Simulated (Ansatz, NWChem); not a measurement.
# Group exchange: C2H4Br2 + HNO → C2H5Br + NBrO

Gas-phase species: C2H4Br2 (1,2-dibromoethane) `BrCCBr`, singlet; HNO (nitroxyl) `N=O`, singlet; C2H5Br `CCBr`, singlet; NBrO (nitrosyl bromide) `O=NBr`, singlet. The partners trade Br for H: C–Br and N–H bonds give way to C–H and N–Br.

Shapes, held fixed at every level: PBE0-D4/def2-TZVP. Flexible molecules stand in one conformer, not always the lowest. Programs: Ansatz 0.2.0, NWChem 7.3.0. A level may come from different programs for different species; with the same settings they agree closely. Electronic energies: no zero-point or thermal term.

| level | kind | ΔE (kJ/mol) |
| --- | --- | --- |
| HF/STO-3G | Hartree–Fock | +5.4 |
| HF/3-21G | Hartree–Fock | +3.5 |
| HF/def2-SVP | Hartree–Fock | +7.0 |
| B3LYP/6-31G* (spherical functions) | global hybrid | -80.8 |
| PBE0/def2-SVP | global hybrid | -61.9 |

PBE0/def2-SVP gives ΔE = -61.9 kJ/mol; the levels span -80.8 to +7.0. They disagree on the sign: 3 of 5 are positive. The median of the levels is +3.5. No measured value is set beside it here. Relativity is left out for Br. PBE0/def2-SVP lies outside the range of the other correlated levels here, so it shouldn't be taken on trust. Rows in sets without polarisation functions are far from converged.
